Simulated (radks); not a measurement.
Results of a calculation; reference values are marked as such.
Initial-state core-level shifts of the selenium ion Se3+ when its valence configuration changes from [Ar] 3d10 4s2 4p1. Level of theory: non-relativistic Kohn-Sham, TPSS, spin-polarised, spherical densities, point nucleus; open shells are filled with parallel spins first; meta-GGA in the generalised Kohn-Sham scheme (a radial shooting solver on a logarithmic mesh with Libxc functionals). Shifts are changes of the shell-averaged eigenvalues in eV (positive: less bound); the change of the density at the nucleus, which sets a Mossbauer isomer shift, is in e/bohr^3, on a base of 2.71e+04.

3d9.5 4s2 4p1.5: 2s -8.440; 2p -8.382; 3s -6.621; 3p -6.538; density at nucleus +5.344
3d8 4s2 4p3: 2s -35.000; 2p -34.771; 3s -26.650; 3p -26.355; density at nucleus +22.631
3d9 4s2 4p2: 2s -17.090; 2p -16.973; 3s -13.272; 3p -13.112; density at nucleus +10.908
3d10 4s1 4p2: 2s -1.069; 2p -1.060; 3s -1.142; 3p -1.131; density at nucleus -22.517
3d8 4s1 4p4: 2s -36.266; 2p -36.026; 3s -27.927; 3p -27.625; density at nucleus -4.085
3d10 4p3: 2s -2.450; 2p -2.437; 3s -2.558; 3p -2.540; density at nucleus -45.189
3d7 4s2 4p4: 2s -54.105; 2p -53.778; 3s -40.495; 3p -40.097; density at nucleus +35.153
3d7.5 4s1.5 4p4: 2s -45.078; 2p -44.792; 3s -34.187; 3p -33.833; density at nucleus +14.933
3d6.5 4s1.5 4p5: 2s -64.506; 2p -64.129; 3s -48.001; 3p -47.560; density at nucleus +26.835
